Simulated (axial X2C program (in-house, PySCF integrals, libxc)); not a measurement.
**Nuclear properties of IrSe⁺**

Calculated with an axial X2C code built on PySCF integrals: two-component X2C with atomic mean-field Coulomb and Gaunt terms, Gaussian nuclei, basis Ir dyall-cv3z, Se dyall-cv3z with contracted cores.

R = 2.221 Å (near the PBE0 minimum at charge 1 of the determinant lowest at the starting distance; the state shown can have its own minimum elsewhere).

Determinant lowest in the PBE0 search, Ω = 4 (⟨Sz⟩ = 1.93, ⟨Lz⟩ = 2.07 at PBE0), spin on the atoms Ir 1.21, Se 0.72:

```json
{"level": "PBE0", "Eeff magnitude (GV/cm)": "11.1", "Ws magnitude Ir (kHz)": "1.69", "A∥/gI Ir (MHz)": "1800", "qzz Ir (a.u.)": "0.85", "A∥/gI Se (MHz)": "-104", "qzz Se (a.u.)": "-0.37"}
{"level": "HF", "Eeff magnitude (GV/cm)": "15.9", "Ws magnitude Ir (kHz)": "2.93", "A∥/gI Ir (MHz)": "1070", "qzz Ir (a.u.)": "-2.24", "A∥/gI Se (MHz)": "-112", "qzz Se (a.u.)": "-3.76"}
{"level": "LDA", "Eeff magnitude (GV/cm)": "7.61", "Ws magnitude Ir (kHz)": "2.98", "A∥/gI Ir (MHz)": "1610", "qzz Ir (a.u.)": "1.93", "A∥/gI Se (MHz)": "-17", "qzz Se (a.u.)": "0.09"}
{"level": "r2SCAN", "Eeff magnitude (GV/cm)": "5.05", "Ws magnitude Ir (kHz)": "0.131", "A∥/gI Ir (MHz)": "2160", "qzz Ir (a.u.)": "1.30", "A∥/gI Se (MHz)": "-84.2", "qzz Se (a.u.)": "0.25"}
{"level": "PBE", "Eeff magnitude (GV/cm)": "0.804", "Ws magnitude Ir (kHz)": "0.933", "A∥/gI Ir (MHz)": "1920", "qzz Ir (a.u.)": "1.47", "A∥/gI Se (MHz)": "-74.5", "qzz Se (a.u.)": "0.43"}
```

Eeff is the effective electric field on the electron electric dipole moment in this Ω state and Ws the scalar–pseudoscalar constant of the nucleus named (defined with the proton number Z and per Ω); A∥ (defined per Ω) follows by multiplying with gI = μI/(I μN); qzz is the electric field gradient, eQq0 = 234.96 MHz × Q/barn × qzz. The operators were transformed with the bare-nucleus X2C matrices; with these basis sets, hyperfine constants and field gradients can be off by tens of per cent, and where levels differ in sign neither size nor sign is settled.

Each state is one determinant with collinear spin, which with several unpaired electrons need not be a pure state. Unrestricted Hartree–Fock can overshoot spin polarisation at the nuclei. In the state Ω = 4 the sign of Eeff differs between levels (LDA against PBE0). With several open shells hyperfine constants can be off by a factor of several. Where Eeff spreads by more than a factor of two the levels disagree and none is to be relied on. Open-shell Ω = 0 determinants with evenly filled partner blocks cannot be reached by this program, so the Ω shown need not be the lowest component. At LDA a later determinant lies lower. States lie within half an eV, so the first need not be the ground state. The sign of Ws at Ir differs between levels in the first state. Further determinants of the search, some of them spin-mixed, are not shown. Where a field gradient or hyperfine factor spreads by more than a factor of two over the levels, a constant derived from it is not to be relied on.
